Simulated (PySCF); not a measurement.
Compound: C4H9NSi2.
SMILES with atom numbers: `[SiH3:1][SiH2:2][n:3]1[cH:4][cH:5][cH:6][cH:7]1`

The computed photoelectron lines, unassigned: C 1s: 289.68 (area 2), 290.47 (area 2) eV; N 1s: 405.33 eV; Si 1s: 1846.40 (area 1), 1846.95 (area 1) eV; Si 2p3/2: 106.71 (area 1), 107.15 (area 1) eV.

Computed, not measured: delta-SCF UKS SCAN, pcX-2 on the ionised atom, pcseg-1 elsewhere, spin-free X2C in PySCF. Isolated species at its PBE0-D3(BJ)/def2-SVP geometry (one conformer only).

Problem. Assign the C 1s lines to atoms.

Solution. 289.68 eV: C5/C6 (aromatic CH carbon); 290.47 eV: C4/C7 (aromatic CH next to a ring nitrogen). The listed C 1s values span 0.79 eV, from C5/C6 (bonded to 2 C (aromatic in the SMILES) and H) to C4/C7 (bonded to N (aromatic in the SMILES), C (aromatic in the SMILES) and H). Summing the Pauling electronegativity differences to the bonded atoms, each weighted by its formal bond order, gives -0.35 for the lowest site and +0.39 for the highest.

Problem. Assign the Si 1s lines to atoms.

Solution. 1846.40 eV: Si1 (SiH3 silicon); 1846.95 eV: Si2 (SiH2 silicon). Lowest listed Si 1s: Si1, bonded to 3 H and Si. Highest, 0.55 eV above it: Si2, bonded to N, 2 H and Si. Summing the Pauling electronegativity differences to the bonded atoms, each weighted by its formal bond order, gives +0.90 for the lowest site and +1.74 for the highest.

Problem. Which silicon gives which Si 2p3/2 line?

Solution. 106.71 eV: Si1 (SiH3 silicon); 107.15 eV: Si2 (SiH2 silicon). Lowest listed Si 2p3/2: Si1, bonded to 3 H and Si. Highest, 0.44 eV above it: Si2, bonded to N, 2 H and Si. Summing the Pauling electronegativity differences to the bonded atoms, each weighted by its formal bond order, gives +0.90 for the lowest site and +1.74 for the highest.

Bonded neighbours of each site: Si1: 3 H and Si; Si2: N, 2 H and Si; N3: 2 C (aromatic in the SMILES) and Si; C4/C7: N (aromatic in the SMILES), C (aromatic in the SMILES) and H; C5/C6: 2 C (aromatic in the SMILES) and H.

Problem. Give the binding energy of Si 2p3/2 of Si2 in hartree and in kJ/mol.

Solution. 107.15 eV = 3.9377 Eh = 10338 kJ/mol.

Topologically equivalent atoms share the value of their first member; where this conformer doesn't relate them by symmetry, their own values could differ. The 2p values add to the ΔSCF energy of one spin-free hole a correction within the shell (spin–orbit coupling, ligand field). 2p1/2 minus 2p3/2 (ligand field included): Si 0.62 eV.

Conformer computed: `[SiH3:1][SiH2:2][n:3]1[cH:4][cH:5][cH:6][cH:7]1`: Si1–Si2–N3–C4 -130°.
